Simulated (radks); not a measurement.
Problem. Cu2+, configuration [Ar] 3d9. Calculated with a radial shooting solver on a logarithmic mesh with Libxc functionals: Dirac Kohn-Sham, PBE, spin-unpolarised, spherical densities, point nucleus; open shells are shared between the two j in proportion to 2j + 1; speed of light set to 685.18 atomic units (5 times the physical value, a model run). Some entries of the table are withheld. Estimate them.

| orbital | occ. | eigenvalue (hartree) | r(max) (bohr) | <1/r> (bohr^-1) |
|---|---|---|---|---|
| 1s1/2 | 2 | -322.5190 | 0.03485 | 28.54 |
| 2s1/2 | 2 | -39.19419 | 0.1996 | 6.199 |
| 2p1/2 | 2 | (1) | 0.1594 | 6.161 |
| 2p3/2 | 4 | (2) | 0.1595 | 6.156 |
| 3s1/2 | 2 | -5.02324 | 0.6211 | 1.966 |
| 3p1/2 | 2 | -3.55385 | 0.6221 | (3) |
| 3p3/2 | 4 | -3.55014 | 0.6224 | (4) |
| 3d3/2 | 3.6 | -1.09647 | 0.5956 | 1.464 |
| 3d5/2 | 5.4 | -1.09602 | 0.5957 | 1.463 |
| 4s1/2 | 0 | -0.80753 | 1.986 | 0.5614 |
| 4p1/2 | 0 | (5) | 2.371 | 0.4617 |
| 4p3/2 | 0 | (6) | 2.372 | 0.4615 |

Solution. 
(1) 2p1/2 eigenvalue (hartree): -34.47584
(2) 2p3/2 eigenvalue (hartree): -34.44645
(3) 3p1/2 <1/r> (bohr^-1): 1.837
(4) 3p3/2 <1/r> (bohr^-1): 1.836
(5) 4p1/2 eigenvalue (hartree): -0.56043
(6) 4p3/2 eigenvalue (hartree): -0.56019
